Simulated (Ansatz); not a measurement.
`[OH][GeH2][SiH2][SiH3]` → `[GeH2]` + `O[SiH2][SiH3]` at 500 K and 1 bar (germylene formation by 1,1-elimination).

Calculated with Ansatz (gas phase, PBE0-D4/def2-TZVP geometries, no zero-point term in ΔE). CCSD(T)/CBS adds triple-zeta CCSD(T) − MP2 to the extrapolated MP2 energy (def2 sets, frozen cores). For Ge outer-core shells are correlated without core-valence functions, which leaves a few kJ/mol of doubt a bond. Scalar relativity is left out up to krypton. One conformer a species, not always the lowest.

| species | CCSD(T)/CBS energy (Eh) | H − E (kJ/mol) | S (J/(mol·K)) |
| --- | --- | --- | --- |
| `[OH][GeH2][SiH2][SiH3]` | -2734.26561 | 246.3 | 484.2 |
| `[GeH2]` | -2077.24753 | 46.3 | 239.7 |
| `O[SiH2][SiH3]` | -656.96789 | 187.7 | 379.8 |

H − E and S are ideal-gas, rigid-rotor, harmonic terms from PBE0-D4/def2-TZVP, for one conformer and one mirror image of each species. 1 Eh = 2625.50 kJ/mol, R = 8.31446 J/(mol·K).

By hand: ΔE, ΔH, ΔS and ΔG.

ΔE = (-2077.24753) + (-656.96789) − (-2734.26561) = 0.05019 Eh = 131.8 kJ/mol. Δ(H − E) = 46.3 + 187.7 − 246.3 = -12.3, so ΔH = 119.5 kJ/mol. ΔS = 239.7 + 379.8 − 484.2 = 135.3 J/(mol·K). ΔG = 119.5 − 500 × (135.3)/1000 = 51.8 kJ/mol.

By hand: the equilibrium constant, and the temperature at which ΔG would vanish if ΔH and ΔS stayed fixed.

log₁₀ K = −ΔG/(RT ln 10) = -5.4. ΔG = 0 at ΔH/ΔS = 883 K.

The number of gas molecules changes by +1, which sets the sign of ΔS. A doubt of 5 kJ/mol in ΔE shifts log₁₀ K by 0.5 here. Other conformers and mirror images would add mixing entropy, several J/(mol·K) or more a flexible species. Modes under 60 cm⁻¹, often nearly free rotors, make the harmonic entropy too high. These are equilibria of isolated gas molecules and say nothing of rates. Largest T1 diagnostic: 0.013 (customary marks: 0.02 for closed shells, 0.045 for open ones).
